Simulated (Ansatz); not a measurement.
The lowest singlet and triplet of CH2O (SMILES C=O); geometries from B3LYP-D3(BJ)/def2-TZVP, each state relaxed from the structure named, with no frequency check.
Singlet (charge 0, multiplicity 1):
```xyz
4

C     -0.517     0.098     0.000
O      0.661    -0.126    -0.001
H     -1.269    -0.714     0.001
H     -0.919     1.130     0.001
```

A positive gap puts the triplet lower; no zero-point energy. R- takes a restricted singlet. U- takes an unrestricted singlet (broken symmetry where lower, unprojected). The triplet is unrestricted in single-reference levels.

Correlated levels freeze the cores.

Codes used: Ansatz (a quantum-chemistry and plane-wave program). Each number belongs to the level named beside it.

One of these levels gives -250.3 kJ/mol for the gap E(singlet) − E(triplet), vertical, at the singlet's geometry. Name it.
A) R-SVWN5/def2-TZVPP
B) U-CCSD(T)/cc-pVTZ
C) R-MP2/cc-pVTZ
D) R-HF/cc-pVTZ

D, R-HF/cc-pVTZ. The others give -324.9 (R-SVWN5/def2-TZVPP), -390.4 (R-MP2/cc-pVTZ), -355.2 (U-CCSD(T)/cc-pVTZ)
